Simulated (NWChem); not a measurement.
System: AlH2Cl; SMILES [AlH2][Cl]

```xyz
4

Al     0.0000     0.0000     1.0857
H      0.0000    -1.4122     1.8182
H      0.0000     1.4122     1.8182
Cl     0.0000     0.0000    -1.0340
```
Atoms are numbered in this order, from 1.

Results from NWChem. The geometry was optimised at PBE-D3(BJ)/def2-SVP. Hartree-Fock couplings suffer from near triplet instabilities. Isotropic indirect couplings, all four terms, static geometry, non-relativistic.

Problem. What does the run give for Hartree-Fock/pcJ-1? Quantities: J(27Al atom 1, 1H atom 2) (Hz); J(1H atom 2, 1H atom 3) (Hz).

Solution. 
```json
{
  "J(27Al atom 1, 1H atom 2) (Hz)": "436.4",
  "J(1H atom 2, 1H atom 3) (Hz)": "71.5"
}
```
